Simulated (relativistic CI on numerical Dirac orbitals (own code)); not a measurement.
# Ge¹²⁺: computed level list

Method of calculation: Dirac-Coulomb-Breit CI, separate exchange-only KLI orbitals for each configuration, model QED (radiative potential, 1s self-energy scaled to tabulated hydrogen-like ionisation energies), unscaled Slater integrals (own radial code, finite nucleus).

Configuration list (outside the closed core [Ne]): 3s2 3p6 3d2, 3s2 3p5 3d3, 3s 3p6 3d3, 3s2 3p6 3d 4s, 3s2 3p6 3d 4p, 3s2 3p6 3d 4d, 3s2 3p6 4s2, 3s2 3p6 3d 4f, 3s2 3p6 4s 4p, 3s2 3p5 3d2 4s, 3s2 3p6 4p2, 3s2 3p6 3d 5s, 3s2 3p6 4s 4d, 3s2 3p5 3d2 4p, 3s2 3p6 3d 5p, 3s2 3p6 4p 4d, 3s2 3p6 3d 5d, 3s2 3p6 3d 5f, 3s2 3p5 3d2 4d, 3s2 3p6 3d 5g, 3s 3p6 3d2 4s, 3s2 3p6 4d2, 3s2 3p6 3d 6s, 3s2 3p6 3d 6p, 3s2 3p6 3d 6d, 3s2 3p5 3d2 4f, 3s 3p6 3d2 4p, 3p6 3d4, 3p5 3d5. Double excitations out of closed p, d and f shells are left out; levels of such configurations are missing from the list, as are those of other unlisted configurations, and high levels can miss mixing partners. These lack a partner that the ground configuration has and come out too high: 3s2 3p5 3d2 4s, 3s2 3p5 3d2 4p, 3s2 3p5 3d2 4d, 3s2 3p5 3d2 4f.

The lowest level is 3s2 3p6 3d2 3F_2, with 98 % of that term; Hund's rules for 3s2 3p6 3d2 give 3F with J = 2, in agreement.

```
No.  Configuration  Term  J  E (cm⁻¹)    %  Next component (%)  Landé g  Lifetime (s)
  1    3s2 3p6 3d2    3F  2         0   98                2 1D    0.670              
  2    3s2 3p6 3d2    3F  3      4815  100                        1.082      3.55e-01
  3    3s2 3p6 3d2    3F  4     10225   99                        1.248      3.14e-01
  4    3s2 3p6 3d2    1D  2     34224   74               24 3P    1.114      4.35e-02
  5    3s2 3p6 3d2    3P  0     37070   99                1 1S               2.76e+00
  6    3s2 3p6 3d2    3P  1     39050   99                        1.500      8.04e-01
  7    3s2 3p6 3d2    3P  2     43960   76               24 1D    1.379      6.50e-02
  8    3s2 3p6 3d2    1G  4     53515   99                        1.000      4.36e-02
  9    3s2 3p6 3d2    1S  0    127440   99                1 3P               3.19e-03
 10    3s2 3p5 3d3   5S°  2    603601   96               2 5P°    1.985      2.92e-07
 11    3s2 3p5 3d3   5D°  2    605290   72              25 5F°    1.372      7.24e-08
 12    3s2 3p5 3d3   5D°  3    605718   65              33 5F°    1.407      2.14e-07
 13    3s2 3p5 3d3   5D°  1    605987   86              13 5F°    1.302      5.33e-08
 14    3s2 3p5 3d3   5D°  0    606930   99               1 3P°               9.23e-08
 15    3s2 3p5 3d3   5D°  4    608070   61              35 5F°    1.435      8.18e-08
 16    3s2 3p5 3d3   5F°  5    618582   82              17 5G°    1.375      6.22e-06
 17    3s2 3p5 3d3   5F°  1    622056   80              13 5D°    0.231      2.98e-09
 18    3s2 3p5 3d3   5F°  4    623059   45              34 5D°    1.365      9.97e-09
 19    3s2 3p5 3d3   5F°  2    623294   61              24 5D°    1.079      4.82e-09
 20    3s2 3p5 3d3   5F°  3    623894   50              31 5D°    1.281      7.15e-09
 21    3s2 3p5 3d3   5G°  6    633987   99               1 3H°    1.331      2.00e-02
 22    3s2 3p5 3d3   5G°  5    641919   76              15 5F°    1.278      1.65e-06
 23    3s2 3p5 3d3   5G°  4    646771   66              18 3G°    1.164      1.98e-08
 24    3s2 3p5 3d3   3F°  2    647297   61              29 5G°    0.611      1.58e-08
 25    3s2 3p5 3d3   5G°  3    650160   65              15 3G°    0.956      4.53e-09
 26    3s2 3p5 3d3   3F°  3    655107   62              33 3G°    0.983      1.71e-09
 27    3s2 3p5 3d3   3F°  4    660332   56              30 3G°    1.192      3.38e-09
 28    3s2 3p5 3d3   3P°  2    660416   58              35 3D°    1.343      5.68e-10
 29    3s2 3p5 3d3   5G°  2    663054   61              35 3F°    0.476      9.51e-10
 30    3s2 3p5 3d3   3D°  3    664686   91               4 5D°    1.328      6.82e-09
```

Energies count from the lowest computed level; ° marks odd parity; lifetimes are radiative, by E1, M1, E2, M2, E3 decay to levels of this space only.

The mean weight of the leading LS term, summed over parents, in these 30 levels is 78 %, and that of the leading jj configuration (from the same eigenvectors) 54 %, so LS coupling describes them better.

At this charge energies of transitions that change n are usually good to better than 1 %, and those within a shell (Δn = 0) to a few per cent. Terms inside the open d or f shell come out 10 to 20 % too wide with unscaled integrals.

Landé's interval rule says that E(J) − E(J−1) = AJ with one A. For the ground term the intervals give A = 1605.1, 1352.4 cm⁻¹ for J = 3, 4; the multiplet is regular.

LS names give the leading component of a level, which can be under half, so a name can repeat, a term be missing and a line seem to break the LS rules.
